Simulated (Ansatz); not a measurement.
C2H6ClFGe, SMILES `C[C](F)(Cl)[GeH3]`, relaxed with RKS PBE-D4/def2-SVP in the Gaussian-basis code of Ansatz from a rough embedded geometry. The force threshold is 0.03 eV/Å; the program also tests the step.

Total charge 0; spin multiplicity 1.

Start:

```xyz
11

C     0.162    1.002    0.997
C    -0.381    0.519   -0.309
F    -1.728    0.651   -0.252
Cl    0.176    1.463   -1.687
Ge    0.080   -1.342   -0.651
H     1.343    0.887    0.970
H    -0.180    0.361    1.841
H    -0.063    2.018    1.167
H     1.613   -1.516   -0.675
H    -0.470   -2.230    0.548
H    -0.552   -1.812   -1.947
```

Problem. How much energy does the relaxation release, and in how many steps? (Estimate.)

Solution. The calculation gave: 28.91 kJ/mol, in 6 steps.

Problem. Which bonds change most? (Estimate.)

Solution. Ansatz gave: C1–H6 from 1.187 to 1.106 Å; C2–Cl4 from 1.760 to 1.829 Å; C2–Ge5 from 1.948 to 2.006 Å; C1–H8 from 1.054 to 1.109 Å.

Problem. Give the relaxed structure. (An estimate is asked.)

Solution. The calculation gave: 
```xyz
11

C     0.206    1.041    1.027
C    -0.364    0.482   -0.259
F    -1.742    0.596   -0.229
Cl    0.248    1.473   -1.670
Ge    0.080   -1.432   -0.663
H     1.311    0.983    1.026
H    -0.185    0.461    1.888
H    -0.097    2.101    1.142
H     1.617   -1.587   -0.758
H    -0.473   -2.311    0.492
H    -0.601   -1.808   -1.997
```
